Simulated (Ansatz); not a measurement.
Cost and result up the ladder for Zn₁₃O₁₃H₃₀ (56 atoms). Total charge 0; singlet. Geometry: PBE-D4/def2-SVP.

```xyz
56

Zn    0.520   -2.591    0.248
Zn    1.362   -0.315    3.527
Zn    3.400   -1.404    2.173
Zn    2.410   -0.395   -1.039
Zn    2.803    1.823    2.021
Zn   -2.537   -1.804    2.362
Zn   -2.833   -3.135   -0.627
Zn   -0.372   -1.081   -2.395
Zn   -3.735   -0.664   -0.122
Zn   -0.348    0.551    0.432
Zn    0.879    3.352   -1.542
Zn   -1.810    2.437   -2.462
Zn    1.162    1.791   -3.700
O     1.247   -2.033    2.152
O    -1.531   -2.894    0.939
O    -0.987   -2.232    3.605
O     0.503   -0.800   -0.626
O     0.779    1.067    2.020
O     3.284    0.183    0.879
O     2.196    1.593   -1.719
O     3.197    2.934    0.365
O    -2.129   -0.072    1.139
O    -2.379   -1.252   -1.758
O    -0.634    0.928   -3.215
O    -3.347    1.110   -2.553
O    -0.680    2.229   -0.633
H     0.998   -4.009   -0.207
H     0.257   -0.239    4.669
H     4.349   -2.626    2.022
H     3.021   -0.447    3.582
H     3.546   -1.182   -1.769
H     3.040    2.414    3.446
H    -3.977   -1.601    2.929
H    -2.887   -4.368   -1.574
H    -4.128   -2.259    0.148
H    -0.036   -1.971   -3.636
H    -4.627    0.631   -0.362
H     1.313    4.467   -0.494
H    -2.069    3.966   -2.636
H     2.090    1.351   -4.869
H     0.678    3.389   -3.195
H     1.577   -2.891    2.497
H    -1.371   -3.810    1.246
H    -0.173   -2.253    3.013
H    -0.716   -1.534    4.261
H     0.306    1.712    2.583
H     4.195    0.257    0.526
H     3.024    1.718   -2.230
H     2.906    2.363   -0.410
H     2.639    3.744    0.212
H    -2.578    0.648    1.625
H    -2.792   -1.707   -2.523
H    -0.976    0.613   -4.076
H    -2.934    0.215   -2.352
H    -4.039    1.155   -1.838
H    -1.056    2.930   -0.063
```

Ansatz on 11 threads of AMD EPYC 7R13 on a shared host and a whole NVIDIA H100 80GB HBM3. Times are rough, and most runs start from the orbitals of an earlier one. PBE0-D4/def2-TZVP serves as the yardstick here, not as an exact answer. Differences are given only for rows in sets of like size (and for xTB, whose basis is part of the method), since another set adds its own error. Binding counts from free atoms at the same level (Zn singlet, O triplet, H doublet; other spins of the atoms weren't run), without zero-point energy or a counterpoise term.

Single mean-field runs in def2-SVP, def2-TZVP are fitted with def2-universal-jkfit.

```csv
level,functions,wall time,binding energy per atom (eV),difference from PBE0-D4/def2-TZVP (eV)
PBE-D4/def2-SVP,735,4.1 s,2.95,–
PBE0-D4/def2-SVP,735,5.5 s,2.87,–
PBE-D4/def2-TZVP (with forces),1207,8 s,2.80,0.05
r2SCAN-D4/def2-TZVP (with forces),1207,8.5 s,2.85,0.10
PBE0-D4/def2-TZVP,1207,10 s,2.75,0.00
```
